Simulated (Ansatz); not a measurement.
AsO (SMILES O=[As]), doublet, at a GFN2-xTB geometry. Base run: B3LYP/STO-3G in Ansatz (a first-principles code).

Geometry (Å):
```xyz
2

As     0.0000     0.0000    -0.3085
O      0.0000     0.0000     1.2725
```
Charge 0, spin multiplicity 2.
Orbitals are unrestricted.
All else is at Ansatz's defaults.

The base run was repeated with changes; each row names its change, and settings that it needs were set with it.

```csv
change,basis functions,E (Eh)
base,23,-2284.69177
basis = x2c-TZVPall; relativity = none,79,-2299.75114
basis = ANO-RCC-VDZP; relativity = none,41,-2295.41560
basis = x2c-SVPall; relativity = none,46,-2300.57638
basis = ANO-RCC-VDZP; relativity = spin-free X2C,41,-2336.08765
basis = x2c-TZVPall; relativity = spin-free X2C,79,-2336.08670
basis = ANO-RCC-VDZP; relativity = spin-free X2C; nucleus = Gaussian,41,-2336.07203
basis = x2c-SVPall; relativity = spin-free X2C,46,-2335.59505
basis = x2c-TZVPall; relativity = spin-free X2C; nucleus = Gaussian,79,-2336.07360
basis = x2c-SVPall; relativity = spin-free X2C; nucleus = Gaussian,46,-2335.58308
```

Absolute energies of different levels of theory aren't comparable as measures of quality.

Ansatz warned in this series: the basis is contracted for relativity, which the run leaves out.

Basis sets contracted for a relativistic Hamiltonian are a mismatch without it, so the rows without relativity aren't non-relativistic limits. No row has spin-orbit coupling; sets with core potentials leave out the core electrons.
